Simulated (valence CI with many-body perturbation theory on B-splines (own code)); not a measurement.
The numbers below are computed, except where a source is named.
**From CI to CI+MBPT in Eu³⁹⁺**

Level of theory: relativistic CI+MBPT: six valence electrons over a frozen Dirac-Fock core [Ar], a basis of 7 s, 7 p, 8 d, 6 f, 4 g, 1 h functions for each j, with the one-electron correlation potential Σ1, the two-electron term Σ2, the three-electron term Σ3, Breit, model QED; selected CI, second order for the rest, scaled by the run's own slope (own B-spline code, finite nucleus).

No measured spectrum was set against this ion. As an estimate, large intervals hold to a few tenths of a per cent, small ones and those within an open d or f shell to about a per cent. Core correlation moves these levels by up to 8800 cm⁻¹, and in measured spectra 5 to 20 % of such shifts remained as error; rates that hang on mixing are uncertain with them. Among the levels kept, up to 970 cm⁻¹ of a level comes from second order outside the variational space, and about a tenth of that is noise between levels of different J, which matters for small intervals. Only levels of the ground parity were solved; by the run's estimate the other parity begins above the list, which can be wrong where configurations are misplaced.

Each rung adds one term. CI alone is the Dirac-Coulomb CI over the frozen core; QED comes last and gives the full result, which names the levels. Energies are above (3d3/2^4 3d5/2^2) J=4 on the same rung, in cm⁻¹.

Levels are named by their leading jj configuration (3d3/2^4 stands for four electrons in 3d with j = 3/2), which in mixed levels can hold well under half, so a name can repeat and another be missing. Letters in brackets count levels of one name in rising energy.

```
                    Level  CI alone     Σ1     Σ2     Σ3   Breit    QED    Full
    (3d3/2^4 3d5/2^2) J=2     48460    +37  -3308  -1120   +3343     +2   47414
    (3d3/2^4 3d5/2^2) J=0    140944   +315  -3617   -141   +4983   +132  142616
(3d3/2^3 3d5/2^3) J=3 [a]    207695  +1342  +2855  +1330   -4483   +727  209465
(3d3/2^3 3d5/2^3) J=4 [a]    230978  +1231  +3119   +526   -5548   +649  230956
(3d3/2^3 3d5/2^3) J=1 [a]    236840  +1371  +1511   +620   -1869   +730  239203
    (3d3/2^3 3d5/2^3) J=5    286629  +1314  +3062   -140  -10416   +679  281128
    (3d3/2^3 3d5/2^3) J=6    289847  +1326  +5221  -1363  -14230   +686  281488
(3d3/2^3 3d5/2^3) J=2 [a]    325732  +1363  -1799  -1272   -4340   +689  320374
(3d3/2^3 3d5/2^3) J=3 [b]    332601  +1401   -764   +411   -6384   +711  327976
    (3d3/2^3 3d5/2^3) J=0    407053  +1306  -7661  +1373   -2802   +625  399894
(3d3/2^3 3d5/2^3) J=2 [b]    406269  +1698  -2127  +1263   -4869   +857  403092
(3d3/2^3 3d5/2^3) J=4 [b]    415090  +1560   -417   -526   -7829   +772  408650
(3d3/2^3 3d5/2^3) J=1 [b]    415183  +1527  -4842  +1778   -1312   +754  413088
(3d3/2^3 3d5/2^3) J=3 [c]    441856  +1444  -4804   +480   -4040   +694  435628
(3d3/2^2 3d5/2^4) J=2 [a]    468815  +2506  +3075    -35   -8167  +1333  467528
(3d3/2^2 3d5/2^4) J=0 [a]    486394  +2572  +2708  +2211   -6568  +1366  488684
(3d3/2^2 3d5/2^4) J=4 [a]    512717  +2639  +5193   -520  -13148  +1389  508271
    (3d3/2^2 3d5/2^4) J=5    541347  +2697  +5924   -370  -17235  +1412  533776
(3d3/2^2 3d5/2^4) J=3 [a]    538178  +2587  +1337  +1163  -10444  +1352  534173
    (3d3/2^2 3d5/2^4) J=6    569868  +2707  +7639  -1568  -21453  +1406  558600
(3d3/2^2 3d5/2^4) J=3 [b]    578073  +2754  +2106   +642  -12524  +1428  572478
    (3d3/2^2 3d5/2^4) J=1    608496  +2609  -3036  +1261   -8492  +1336  602174
(3d3/2^2 3d5/2^4) J=4 [b]    623692  +2672   +291   +808  -15426  +1365  613402
(3d3/2^2 3d5/2^4) J=2 [b]    628187  +2701  -2165   -988  -11647  +1380  617467
(3d3/2^2 3d5/2^4) J=2 [c]    695200  +2783  -1961    +45   -9119  +1401  688349
(3d3/2^2 3d5/2^4) J=4 [c]    720808  +2900   -689   +381  -12939  +1466  711927
      (3d3/2 3d5/2^5) J=1    760413  +3979  +5357  -1005  -13426  +2103  757420
(3d3/2^2 3d5/2^4) J=2 [d]    850413  +2828  -9103  +2078   -8397  +1371  839191
      (3d3/2 3d5/2^5) J=4    857060  +3963  +4580  -1205  -19858  +2055  846596
      (3d3/2 3d5/2^5) J=2    893180  +4040   +136   -646  -16419  +2088  882378
      (3d3/2 3d5/2^5) J=3    902908  +4081  +1617   +277  -17148  +2108  893843
```

The middle columns are the shifts that each term adds.

(1) How does the ionisation energy move along the ladder, and which term matters most?

## Answers

(1) CI alone 2900.2, + Σ1 2902.4, + Σ2 2914.9, + Σ3 2915.2, + Breit 2914.2, + QED 2914.3 eV. The largest step is Σ2, 12.5 eV. NIST lists 2914 ± 4 eV (theoretical).
